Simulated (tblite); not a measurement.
Compound: C₃H₇ClO₂S.
Z-matrix (Å and degrees, GFN2-xTB geometry), rows numbered from 1:
```
C 
C   1  1.5066
C   2  1.5064  1  116.12
S   2  1.8207  1  106.61  3  -118.29
O   4  1.4278  2  110.96  1   175.06
O   4  1.4279  2  111.02  1   -51.10
Cl  4  2.0382  2  102.37  1    62.00
H   1  1.0878  2  109.60  3   168.74
H   1  1.0884  2  110.76  3   -71.15
H   1  1.0879  2  110.37  3    49.11
H   2  1.0902  1  112.08  3   130.71
H   3  1.0879  2  110.20  1   -50.28
H   3  1.0876  2  109.55  1  -169.76
H   3  1.0883  2  110.85  1    70.08
```

Method: GFN2-xTB as coded in tblite; computed harmonic values from a numerical Hessian at the method's own geometry, unscaled. Errors from tens to a few hundred cm⁻¹ against measured bands are possible. One conformer, not necessarily the lowest.

Harmonic wavenumbers (cm⁻¹): 76.6, 160.5, 177.8, 190.8, 198.4, 265.2, 292.1, 321.8, 369.6, 417.2, 431.2, 518.1, 666.9, 928.8, 951.5, 980.6, 997.0, 1126.5, 1160.7, 1174.2, 1193.0, 1280.7, 1296.5, 1402.1, 1413.2, 1468.8, 1474.6, 1475.8, 1486.2, 2971.4, 3031.7, 3034.7, 3042.9, 3047.0, 3048.1, 3050.7.

A = 2184, B = 1710, C = 1582 MHz; mass 141.986 u (most abundant isotopes); point group Cs, symmetry number 1.

**Question.** Zero-point energy?

**Answer.** ½Σν̃ = 22561 cm⁻¹ = 64.51 kcal/mol.

**Question.** Give the ideal-gas entropy at 500 K and 1 bar in the rigid-rotor, harmonic-oscillator model (classical rotation).

**Answer.** Translation 43.36, rotation 29.93, vibration 37.78: S = 111.1 cal/(mol K).

**Question.** And Cp and H(500 K) − H(0)?

**Answer.** Cp = 44.35 cal/(mol K), of which vibrations give 36.40 (their classical limit is 36 R = 71.5); H(500 K) − H(0) = 13.92 kcal/mol without the zero-point energy, 9.95 from vibrations.

**Question.** Blend soft modes into free rotors: weight 1/[1 + (100 cm⁻¹/ν̃)⁴] for the oscillator and the rest for a rotor with moment μB/(μ + B), μ = h/(8π²ν), B = 10⁻⁴⁴ kg m². What vibrational entropy results?

**Answer.** 36.57 cal/(mol K) in place of 37.78, which changes −T·S at 500 K by +0.60 kcal/mol.

**Question.** Which modes carry the vibrational entropy at 500 K?

**Answer.** 76.6 cm⁻¹: 5.00; 160.5 cm⁻¹: 3.54; 177.8 cm⁻¹: 3.34; 190.8 cm⁻¹: 3.20; 198.4 cm⁻¹: 3.13; 265.2 cm⁻¹: 2.57 cal/(mol K); the other 30 give 17.00 together.

**Question.** What must be added to the electronic energy to get the Gibbs energy at 500 K and 1 bar?

**Answer.** ZPE + [H(500 K) − H(0)] − T·S = 64.51 + 13.92 − 55.53 = 22.90 kcal/mol.

**Question.** How do the functions run with temperature in this model?

**Answer.** 
```csv
T (K),S (cal/(mol K)),Cp (cal/(mol K)),H − H(0) (kcal/mol),G − H(0) (kcal/mol),ln q(vib)
100,65.3,16.7,1.12,-5.41,0.77
200,79.9,25.7,3.28,-12.70,2.73
300,91.6,32.5,6.19,-21.29,4.87
800,134.7,56.1,29.14,-78.62,14.69
1000,147.8,61.2,40.90,-106.90,18.14
```

q(vib) and H(0) count from the zero-point level.

Hindered rotation and anharmonicity are outside this model. Other conformers, if any are populated, would add a mixing term that is left out.

On Arm Neoverse V1, one thread, shared host, this took 0.45 s. The figure is for the frequency step alone.
